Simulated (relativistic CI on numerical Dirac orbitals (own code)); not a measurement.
# Level scheme of Pb12+

Method of calculation: Dirac-Coulomb-Breit CI, separate exchange-only KLI orbitals for each configuration, QED by a radiative potential, unscaled Slater integrals (own radial code, finite nucleus).

Configurations in the expansion (outside the closed core [Kr] 4d10 4f14): 5s2 5p6 5d2, 5s2 5p6 5d 5f, 5s2 5p6 5d 6s, 5s2 5p5 5d3, 5s2 5p6 5f2, 5s2 5p6 6s2, 5s2 5p6 5d 6p, 5s2 5p6 5d 5g, 5s 5p6 5d3, 5s2 5p6 6s 6p, 5s2 5p6 5f 6s, 5s2 5p5 5d2 5f, 5s2 5p6 5d 6d, 5s2 5p6 6p2, 5s2 5p6 5f 6p. Double excitations out of closed p, d and f shells are left out; levels of such configurations are missing from the list, as are those of other unlisted configurations, and high levels can miss mixing partners. Some configurations lack a partner that the ground configuration has and come out too high, among them 5s2 5p5 5d2 5f.

The lowest level is 5s2 5p6 5d2 3F_2, with 82 % of that term; Hund's rules for 5s2 5p6 5d2 give 3F with J = 2, in agreement.

| No. | Configuration | Term | J | E (cm⁻¹) | % | Landé g | Lifetime (s) | jj configuration (%) |
| --- | --- | --- | --- | --- | --- | --- | --- | --- |
| 1 | 5s2 5p6 5d2 | 3F | 2 | 0 | 82 | 0.730 |  | 5d3/2^2 (96) |
| 2 | 5s2 5p6 5d2 | 3P | 0 | 26399 | 85 |  | 8.32e-01 | 5d3/2^2 (90) |
| 3 | 5s2 5p6 5d2 | 3F | 3 | 26996 | 99 | 1.083 | 2.40e-03 | 5d3/2 5d5/2 (99) |
| 4 | 5s2 5p6 5d2 | 3P | 2 | 41054 | 47 | 1.192 | 3.58e-03 | 5d3/2 5d5/2 (95) |
| 5 | 5s2 5p6 5d2 | 3F | 4 | 42091 | 61 | 1.153 | 2.32e-02 | 5d3/2 5d5/2 (81) |
| 6 | 5s2 5p6 5d2 | 3P | 1 | 44951 | 99 | 1.500 | 7.54e-03 | 5d3/2 5d5/2 (99) |
| 7 | 5s2 5p6 5d2 | 1G | 4 | 67617 | 61 | 1.095 | 1.54e-03 | 5d5/2^2 (81) |
| 8 | 5s2 5p6 5d2 | 3P | 2 | 74443 | 50 | 1.241 | 1.29e-03 | 5d5/2^2 (98) |
| 9 | 5s2 5p6 5d2 | 1S | 0 | 113573 | 85 |  | 3.83e-04 | 5d5/2^2 (91) |
| 10 | 5s2 5p6 5d 6s | 3D | 1 | 422211 | 100 | 0.498 | 7.23e-07 | 5d3/2 6s (100) |
| 11 | 5s2 5p6 5d 6s | 3D | 2 | 425139 | 72 | 1.120 | 6.46e-07 | 5d3/2 6s (98) |
| 12 | 5s2 5p6 5d 6s | 3D | 3 | 453725 | 100 | 1.333 | 6.77e-07 | 5d5/2 6s (100) |
| 13 | 5s2 5p6 5d 6s | 1D | 2 | 460346 | 72 | 1.045 | 5.60e-07 | 5d5/2 6s (98) |
| 14 | 5s2 5p5 5d3 | 5F° | 2 | 525925 | 33 | 1.154 | 2.49e-09 | 5p3/2^3 5d3/2^3 (77) |
| 15 | 5s2 5p5 5d3 | 5D° | 1 | 528462 | 48 | 1.006 | 1.42e-09 | 5p3/2^3 5d3/2^3 (73) |
| 16 | 5s2 5p5 5d3 | 5D° | 0 | 534394 | 86 |  | 3.15e-09 | 5p3/2^3 5d3/2^3 (63) |
| 17 | 5s2 5p5 5d3 | 5F° | 3 | 537942 | 47 | 1.236 | 2.53e-09 | 5p3/2^3 5d3/2^2 5d5/2 (70) |
| 18 | 5s2 5p5 5d3 | 5S° | 2 | 547801 | 50 | 1.769 | 3.61e-08 | 5p3/2^3 5d3/2^2 5d5/2 (78) |
| 19 | 5s2 5p5 5d3 | 5F° | 4 | 548955 | 46 | 1.292 | 6.98e-09 | 5p3/2^3 5d3/2^2 5d5/2 (71) |
| 20 | 5s2 5p5 5d3 | 5D° | 3 | 550787 | 26 | 1.196 | 2.58e-09 | 5p3/2^3 5d3/2^3 (63) |
| 21 | 5s2 5p5 5d3 | 3F° | 2 | 555984 | 33 | 0.937 | 7.12e-11 | 5p3/2^3 5d3/2^2 5d5/2 (62) |
| 22 | 5s2 5p6 5d 6p | 3F° | 2 | 557611 | 50 | 0.866 | 4.07e-11 | 5d3/2 6p1/2 (70) |
| 23 | 5s2 5p5 5d3 | 3D° | 1 | 560181 | 38 | 0.842 | 1.34e-10 | 5p3/2^3 5d3/2^2 5d5/2 (81) |
| 24 | 5s2 5p5 5d3 | 5G° | 5 | 560474 | 41 | 1.265 | 5.49e-09 | 5p3/2^3 5d3/2^2 5d5/2 (64) |
| 25 | 5s2 5p5 5d3 | 5D° | 4 | 563396 | 35 | 1.265 | 1.88e-09 | 5p3/2^3 5d3/2^2 5d5/2 (77) |
| 26 | 5s2 5p6 5d 6p | 3D° | 1 | 563613 | 60 | 0.741 | 1.47e-11 | 5d3/2 6p1/2 (93) |
| 27 | 5s2 5p5 5d3 | 3G° | 3 | 563691 | 45 | 0.970 | 1.39e-09 | 5p3/2^3 5d3/2^2 5d5/2 (84) |
| 28 | 5s2 5p5 5d3 | 5G° | 6 | 569542 | 44 | 1.216 | 3.54e-02 | 5p3/2^3 5d3/2^2 5d5/2 (76) |
| 29 | 5s2 5p5 5d3 | 3G° | 4 | 574244 | 36 | 1.124 | 9.23e-09 | 5p3/2^3 5d3/2^2 5d5/2 (66) |
| 30 | 5s2 5p5 5d3 | 3P° | 0 | 575009 | 60 |  | 3.16e-08 | 5p3/2^3 5d3/2^2 5d5/2 (60) |

Energies count from the lowest computed level; ° marks odd parity; lifetimes are radiative, by E1, M1, E2, M2, E3 decay to levels of this space only. Filled j subshells are mostly left out of the jj labels.

The mean weight of the leading LS term, summed over parents, in these 30 levels is 60 %, and that of the leading jj configuration (from the same eigenvectors) 82 %, so jj coupling describes them better and the LS labels are nominal.

At this charge transitions that keep the count of f electrons are usually good to a few per cent. Terms inside the open d or f shell come out 10 to 20 % too wide with unscaled integrals. Levels and lines within the n = 5 or 6 shells can be off by up to 10 % or somewhat more, and those that change n by about 2 %, since core polarisation is missing. Levels that differ in their count of f electrons can be misplaced by several ten thousand cm⁻¹, since the correlation energy of f electrons is missing or only estimated; rates across such gaps can be off by orders of magnitude.

LS names give the leading component of a level, which can be under half, so a name can repeat, a term be missing and a line seem to break the LS rules.
